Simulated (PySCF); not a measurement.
How methods differ on the interval between two levels of Re

Re [Xe] 4f14 5d5 6s2 [6S5/2, M_J = 5/2] → Re [Xe] 4f14 5d6 6s1 [6D9/2, M_J = 9/2], as a difference of total energies. All numbers are calculated (PySCF 2.14, the two-component X2C-1e Hamiltonian, in x2c-SVPall-2c with one added diffuse shell each of s, d type (8s9p10d2f, 99 functions)). "Screened" scales the spin-orbit matrix elements by Boettger's factors to mimic the two-electron term; Breit and QED terms are absent.

| method | interval between two levels (cm⁻¹) |
| --- | --- |
| GHF (spin-free) | 14512 |
| GHF (screened spin-orbit) | 12356 |

The spin-free rows relax to the high-spin LS determinant and lack the spin-orbit shift.

Errors of the correlated levels include the incompleteness of this basis and the frozen core.

The labels give the starting determinants; with spin-orbit coupling the two ends relaxed to ⟨J²⟩ = 8.80, ⟨L²⟩ = 0.24, ⟨S²⟩ = 8.60 and ⟨J²⟩ = 24.78, ⟨L²⟩ = 6.48, ⟨S²⟩ = 8.58.

For comparison: 11755 cm⁻¹ (measured; NIST Handbook of Basic Atomic Spectroscopic Data (Sansonetti and Martin, J. Phys. Chem. Ref. Data 34, 1559 (2005))).
